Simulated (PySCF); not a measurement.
## `[BH3-][PH+](F)F`, BF$_{2}$H$_{4}$P

Molfile (atoms numbered from 1):
```
BF2H4P
     RDKit          3D

  8  7  0  0  0  0  0  0  0  0999 V2000
   -1.1116   -0.1698   -0.0096 B   0  0  0  0  0  0  0  0  0  0  0  0
    0.7515    0.1014    0.1630 P   0  0  0  0  0  0  0  0  0  0  0  0
    1.6430   -0.8771   -0.7385 F   0  0  0  0  0  0  0  0  0  0  0  0
    1.2845    1.4472   -0.5224 F   0  0  0  0  0  0  0  0  0  0  0  0
   -1.2813   -0.0860   -1.1831 H   0  0  0  0  0  0  0  0  0  0  0  0
   -1.3234   -1.2486    0.4320 H   0  0  0  0  0  0  0  0  0  0  0  0
   -1.6235    0.6974    0.6147 H   0  0  0  0  0  0  0  0  0  0  0  0
    1.6698    0.1448    1.2195 H   0  0  0  0  0  0  0  0  0  0  0  0
  1  2  1  0
  2  3  1  0
  2  4  1  0
  1  5  1  0
  1  6  1  0
  1  7  1  0
  2  8  1  0
M  CHG  2   1  -1   2   1
M  END
```

Level of theory: GIAO KT3/pcSseg-1 magnetisability, rotational g tensor and spin-rotation constants, non-relativistic, gas phase in PySCF. Geometry: GFN2-xTB.

Q: Give the nuclear spin-rotation constants along the inertial axes (H = +C I·J) beside the isotropic shieldings.

A: Rotational constants 7.5856, 5.5943, 3.7820 GHz.
| atom | isotope | Caa (kHz) | Cbb (kHz) | Ccc (kHz) | mean (kHz) | σ (ppm) |
| --- | --- | --- | --- | --- | --- | --- |
| B1 | 11B | 0.844 | 0.661 | 0.437 | 0.647 | 145.7 |
| P2 | 31P | 12.187 | 11.758 | 8.821 | 10.922 | 143.9 |
| F3 | 19F | 9.446 | 5.380 | 5.675 | 6.834 | 256.6 |
| F4 | 19F | 9.446 | 5.383 | 5.674 | 6.834 | 256.6 |
| H5 | 1H | -0.679 | -0.609 | 0.076 | -0.404 | 30.1 |
| H6 | 1H | -0.481 | -0.162 | -0.358 | -0.334 | 30.7 |
| H7 | 1H | -0.481 | -0.163 | -0.358 | -0.334 | 30.7 |
| H8 | 1H | -0.444 | -0.488 | 0.203 | -0.243 | 23.3 |

For the geometry as given, no vibrational averaging.

Q: How do the rotational constants and the g tensor change when H5, H6, H7, H8 are replaced by deuterium?

A: Constants 6.8964, 4.6147, 3.3674 GHz; g -0.0391, -0.0368, -0.0330, against -0.0431, -0.0450, -0.0373 before.
